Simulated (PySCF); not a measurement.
## ReO3F at several levels of theory

Computed with PySCF 2.14.0 (density fitting, no spin-orbit coupling) at the geometry relaxed with BP86:

```xyz
5
ReO3F (singlet)
Re   -0.0035    0.0035   -0.0035
O     1.0054    0.9557    1.0054
O    -0.9557   -1.0054    1.0054
O     1.0054   -1.0054   -0.9557
F    -1.0815    1.0815   -1.0815
```

```csv
level,basis,state,HOMO (eV),gap (eV),charge on Re1 (e),dipole about the centre of mass (D),largest force component (eV/Å)
BP86,"Re def2-SVP with ECP60, O def2-SVP, F def2-SVP",singlet,-8.59,4.35,1.16,1.21,0.02
TPSSh,the same,singlet,-9.28,5.37,1.34,1.23,0.44
CAM-B3LYP,the same,singlet,-11.57,9.10,1.30,1.22,1.08
TPSS,the same,singlet,-8.59,4.48,1.27,1.23,0.06
BP86,"Re def2-TZVP with ECP60, O def2-TZVP, F def2-TZVP",singlet,-8.66,4.33,1.48,1.17,0.11
BP86,"Re x2c-SVPall, O x2c-SVPall, F x2c-SVPall",singlet,-8.76,4.14,1.07,1.09,0.51
```

Charges are Mulliken's, which hang on the basis. The relaxation used the grid (50, 194), these runs (75, 302) or, all-electron (x2c bases, spin-free X2C Hamiltonian), (99, 590).

Q: What does PBE0 with Re def2-SVP with ECP60, O def2-SVP, F def2-SVP give here?

A: state singlet, HOMO (eV) -10.21, gap (eV) 6.62, charge on Re1 (e) 1.35, dipole about the centre of mass (D) 1.20, largest force component (eV/Å) 1.00. Time: 2.9 s on 2 threads of Arm Neoverse V1, with other jobs on the host, from an already converged density.

In the first row's basis the gap widens with exact exchange: 4.3 to 4.5 eV for BP86, TPSS (none); 5.4 to 6.6 eV for TPSSh, PBE0 (a fixed share); 9.1 eV for CAM-B3LYP (rising or full at long range).
